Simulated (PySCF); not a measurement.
Molecule: `InChI=1S/C6H5N/c1-3-6(2)4-5-7/h1H,2,4H2`.

Bonds (- single, = double, # triple, : aromatic): C1#C2, C2-C3, C3=C4, C3-C5, C5-C6, C6#N7. C1 carries H8; C4 carries H9, H10; C5 carries H11, H12. H9 is cis to C2; H10 is trans to C2.

Frames of a GFN2-xTB Langevin trajectory at 400 K; GIAO PBE0/pcSseg-1 shieldings in PySCF, gas phase, non-relativistic; equivalent atoms averaged within each frame.

Chemical shifts δ = σref − σ; TMS for ¹³C (186.93 ppm), ¹H (31.72 ppm); ¹⁵N (267.73 ppm) against NH3, all at this level. The references are static minima.

**Question.** How do the shifts (ppm) fluctuate along the trajectory?

**Answer.** 
| time (fs) | C4 | C3 | C6 | C1 | C2 | C5 | N7 | H10 | H9 | H11/H12 |
| --- | --- | --- | --- | --- | --- | --- | --- | --- | --- | --- |
| 250 | 143.2 | 137.1 | 121.8 | 96.3 | 85.4 | 27.2 | 300.5 | 6.56 | 6.29 | 2.72 |
| 425 | 129.9 | 130.8 | 121.9 | 89.5 | 91.7 | 23.1 | 307.1 | 5.90 | 5.83 | 2.26 |
| 625 | 139.0 | 133.6 | 119.6 | 85.2 | 91.7 | 28.5 | 305.9 | 6.20 | 6.67 | 4.41 |
| 800 | 140.1 | 133.5 | 127.2 | 88.6 | 90.0 | 26.2 | 315.6 | 6.11 | 6.72 | 3.79 |
| 1000 | 136.9 | 130.9 | 118.1 | 96.4 | 88.7 | 25.7 | 296.3 | 5.79 | 6.53 | 3.25 |
| mean of frames | 137.8 | 133.2 | 121.7 | 91.2 | 89.5 | 26.1 | 305.1 | 6.11 | 6.41 | 3.28 |
| standard deviation | 5.0 | 2.5 | 3.5 | 5.0 | 2.6 | 2.0 | 7.3 | 0.30 | 0.36 | 0.85 |

5 frames give an uncertainty of the mean of about the standard deviation over 2.2 at best, since frames this close in time may not be independent; classical motion lacks zero-point vibration, and the reference would need the same averaging.
